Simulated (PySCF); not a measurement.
Delta-SCF ions had no search for a lower state. Excitations are Tamm–Dancoff values on a coarser integration grid. The basis has no diffuse functions, so Rydberg states are missing or too high.

Br$_{2}$ClGa, SMILES `[Cl][Ga]([Br])[Br]` (charge 0, multiplicity 1)

Computed with PBE0-D3(BJ)/def2-TZVP (PySCF).

| Item | Value |
|---|---|
| HOMO | -8.84 eV |
| dipole moment | 0.064 e·Å |
| HOMO–LUMO gap | 6.70 eV |
| LUMO | -2.14 eV |
| S1 excitation (TDA) | 5.38 eV |
| S1 oscillator strength | 0.006 |
| T1 excitation (TDA) | 4.99 eV |
| S1–T1 gap (TDA) | 0.39 eV |
| vertical ionisation energy (Delta-SCF) | 10.80 eV |
| total energy | -204971.45 eV |
| cost | around 3 core-minutes (rough) |

Bonded distances (Å): Cl1–Ga2 2.118, Ga2–Br3 2.258, Ga2–Br4 2.258. Angles (°): Cl1–Ga2–Br3 119.6, Cl1–Ga2–Br4 119.6, Br3–Ga2–Br4 120.8.
